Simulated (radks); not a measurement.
Results of a calculation; reference values are marked as such.
The nuclear charge of neutral titanium is varied continuously with 22 electrons held in [Ar] 3d2 4s2. Code: a radial shooting solver on a logarithmic mesh with Libxc functionals. Model: non-relativistic Kohn-Sham, r2SCAN, spin-polarised, spherical densities, point nucleus; open shells are filled with parallel spins first; meta-GGA in the generalised Kohn-Sham scheme. By the Hellmann-Feynman theorem dE/dZ = E(electron-nucleus)/Z, the electronic potential at the nucleus.

Z,E (hartree),E(electron-nucleus)/Z (hartree),HOMO,e(HOMO) (eV),<r> HOMO (bohr)
21.8,-831.09944,-90.3457,4s,-2.933,3.966
22,-849.27632,-91.4224,4s,-4.211,3.736
22.2,-867.66813,-92.4951,4s,-5.607,3.541
22.4,-886.27417,-93.5649,4s,-7.113,3.372
22.6,-905.09393,-94.6323,4s,-8.722,3.225
22.8,-924.12694,-95.6976,4s,-10.429,3.095
23,-943.37287,-96.7614,4s,-12.230,2.978

The central difference of E at Z = 22 is -91.422 hartree, to compare with the third column; the second derivative is -5.37 hartree.
